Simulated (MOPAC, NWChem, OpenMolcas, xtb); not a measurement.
## GeHF (SMILES [F][GeH]): methods side by side

GeHF: 3 atoms, total charge 0, spin state singlet. SMILES: `[F][GeH]`. The shape is that of a PBE0-D4/def2-TZVP optimisation.

```xyz
3

F     0.6721    1.0126    0.4697
Ge   -0.6579    0.1952   -0.3356
H    -0.0252   -1.2727   -0.1474
```

Each level gives the dipole moment (D). The values are calculated.

```json
{"level": "AM1", "kind": "semi-empirical", "program": "MOPAC", "value (D)": "1.47", "CPU time": "under 2 s"}
{"level": "PM6", "kind": "semi-empirical", "program": "MOPAC", "value (D)": "2.88", "CPU time": "under 2 s"}
{"level": "GFN0-xTB", "kind": "semi-empirical", "program": "xtb", "value (D)": "2.10", "CPU time": "under 2 s"}
{"level": "GFN1-xTB", "kind": "semi-empirical", "program": "xtb", "value (D)": "2.06", "CPU time": "under 2 s"}
{"level": "HF/ANO-R0 (sfX2C)", "kind": "Hartree–Fock", "program": "OpenMolcas", "value (D)": "1.93", "CPU time": "2 s"}
{"level": "HF/STO-3G", "kind": "Hartree–Fock", "program": "NWChem", "value (D)": "0.71", "CPU time": "3.4 s"}
{"level": "HF/3-21G", "kind": "Hartree–Fock", "program": "NWChem", "value (D)": "2.04", "CPU time": "3.5 s"}
{"level": "HF/cc-pVDZ/cc-pVDZ-PP (core potential)", "kind": "Hartree–Fock", "program": "NWChem", "value (D)": "2.36", "CPU time": "14 s"}
{"level": "HF/aug-cc-pVDZ", "kind": "Hartree–Fock", "program": "NWChem", "value (D)": "2.12", "CPU time": "2.3 min"}
{"level": "SVWN5/cc-pVTZ", "kind": "LDA", "program": "NWChem", "value (D)": "1.68", "CPU time": "93 s"}
```

All-electron rows without a relativistic Hamiltonian named are non-relativistic, while core potentials hold scalar relativity, so basis and relativity change together. The values span 0.71 to 2.88 D. Magnitudes only. Sets without polarisation functions give poor dipoles. Without the sets that lack polarisation functions the rows with a basis span only 1.68 to 2.36 D. CPU times are rough (shared hosts, several kinds of processor and program).
